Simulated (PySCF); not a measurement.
A thermochemical cycle for SbH

PBE0 in PySCF with def2-TZVPPD on every atom (core potentials on Sb), for the lowest determinant that a PBE0 search found; no spin–orbit coupling. SbH, a triplet (π ↑↑), has De = 2.58 eV to neutral atoms, and SbH⁺, a doublet (π ↑), has De = 2.72 eV to Sb⁺ + H.

At the same level the Sb atom ionises at 9.04 eV.

Question: What is the adiabatic ionisation energy of the molecule, and does ionisation strengthen or weaken the bond?

Answer: IE = IE(Sb) + De(neutral) − De(ion) = 9.04 + 2.58 − 2.72 = 8.90 eV. De changes by +0.14 eV, so ionisation strengthens the bond.

These are scalar-relativistic numbers at best; spin–orbit coupling would shift them, the dissociation energy most. For an ion De counts to the pair picked by the measured ionisation energies or electron affinities, which need not be the lowest pair at this level. States were picked by a PBE0 search and need not be the measured ground states.
